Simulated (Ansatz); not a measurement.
A geometry relaxed with B3LYP-D3(BJ)/def2-TZVP (Ansatz, an electronic-structure program), charge 0, multiplicity 1:

```xyz
9

H      2.4954    -0.1351     0.2211
N      1.5980    -0.5918     0.2037
H     -1.5716    -1.6116     0.0643
H      1.7055    -1.5838     0.3347
H     -0.5967     2.5232    -0.3574
H     -2.3789    -0.1924    -0.1712
N     -1.4736    -0.6151    -0.0469
O      0.1546     1.9473    -0.2229
Al     0.0673     0.2593    -0.0254
```

Question: Write the SMILES of this molecule.

Answer: `[NH2][Al]([NH2])[OH]`
